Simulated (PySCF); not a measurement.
# Exercise with solution: dipole moment from atomic charges

SbBr3, SMILES [Br][Sb]([Br])[Br]. Atoms are numbered in the order given.

```xyz
4

Sb     0.0000     0.0000     0.8178
Br    -1.9354     1.1174    -0.3972
Br     0.0000    -2.2349    -0.3972
Br     1.9354     1.1174    -0.3972
```

Geometry optimised at B3LYP-D3(BJ)/def2-SVP. The isomer is the one that the SMILES or the coordinates give; other isomers of the formula were not compared. The def2 effective core potentials stand for the cores of Sb; spin–orbit coupling is left out.

Charges (e) from r2SCAN/def2-TZVP (PySCF):

| atom | ESP fit | Mulliken |
|---|---|---|
| Sb1 | 0.415 | 0.801 |
| Br2 | -0.139 | -0.267 |
| Br3 | -0.137 | -0.267 |
| Br4 | -0.139 | -0.267 |

The dipole moment of the full density is 2.32 D.

### Question
What dipole moment does each set of point charges give, and which comes closer to that of the density?

### Answer

μ = Σ q r, and 1 e Å = 4.8032 D.
ESP fit: Σ q r = (0.000, -0.004, 0.504) e Å, |μ| = 2.42 D.
Mulliken: Σ q r = (0.000, 0.000, 0.973) e Å, |μ| = 4.67 D.
ESP fit comes closer in size. Point charges leave out the atoms' own dipoles (lone pairs, polarised bonds); fits to the potential absorb them, partitions of the density don't.
